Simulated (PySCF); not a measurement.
## Dipole response of Br (bromine, neutral)

[Ar] 3d10 4s2 4p4 5s1, high-spin 4P determinant (an excited configuration). Calculation: PySCF 2.14, in aug-cc-pV5Z-PP with ECP10MDF (8s7p6d4f3g2h, 136 functions); a scalar-relativistic core potential. Coupled (time-dependent) response in atomic units; α is the mean over directions.

```
method  mean α (bohr³)         α xx, yy, zz  C₆ (like pair)   S(−4)
  PBE0           364.3  394.4, 304.1, 394.4            5145  154300
```

S(−4) is the Cauchy moment in α(ω) = α(0) + S(−4) ω² + …

Spin-orbit coupling is absent.

α(iu) at PBE0:

| u (hartree) | α(iu) (bohr³) |
| --- | --- |
| 0 | 364.3 |
| 0.0500 | 181.3 |
| 0.100 | 79.17 |
| 0.200 | 31.55 |
| 0.300 | 19.70 |
| 0.500 | 11.35 |
| 0.750 | 7.032 |
| 1.00 | 4.782 |
| 1.50 | 2.613 |
| 2.00 | 1.654 |
| 3.00 | 0.8570 |
| 5.00 | 0.3752 |

A single London oscillator, α(iu) = α/(1 + u²/ω²), gives C₆ = (3/4) ω α². Matching the computed C₆ needs ω = 4 × 5145 / (3 × 364.3²) = 0.0517 hartree.

The components differ because the open shell of this determinant is not spherical; for a pure term their mean is the scalar polarisability.

Energies and moments cover only the electrons outside the core potential. The outer electron is Rydberg-like, and this basis confines it to a smaller radius and binds it less than a complete one would.
